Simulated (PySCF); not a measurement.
Job for PySCF: R-BP86/6-31G* on C2H6Be (SMILES [BeH][CH2]C), a point of a bond scan (R = 1.093 Å).

```python
from pyscf import gto, scf, dft, mp
from pyscf.data.elements import chemcore

mol = gto.M(
    atom='''
    Be   -1.44516997   -0.33871489    0.77011572
    H    -2.68932334   -0.19576248    1.22435394
    C     0.12565595   -0.52296854    0.19841947
    C     0.70149886    0.65782353   -0.61085270
    H     0.16969963   -1.43496437   -0.41255321
    H     0.78521691   -0.73143034    1.05193390
    H     0.72544400    1.57703414   -0.02083937
    H     0.10330796    0.86593489   -1.50107434
    H     1.72340588    0.46491778   -0.94768440
    ''',
    basis='6-31g*',
    cart=True,
    charge=0, spin=0, verbose=3, max_memory=1800)
mf = dft.RKS(mol, xc='b88,p86')
mf.conv_tol = 1e-8
mf.max_cycle = 100
mf.kernel()
if not mf.converged:
    mf = mf.newton().run(mf.mo_coeff, mf.mo_occ)
```

The log:

```
converged SCF energy = -94.5320567851304
```

The calculation finished and met its thresholds.

Cost: about 6 core-seconds (a rough figure).
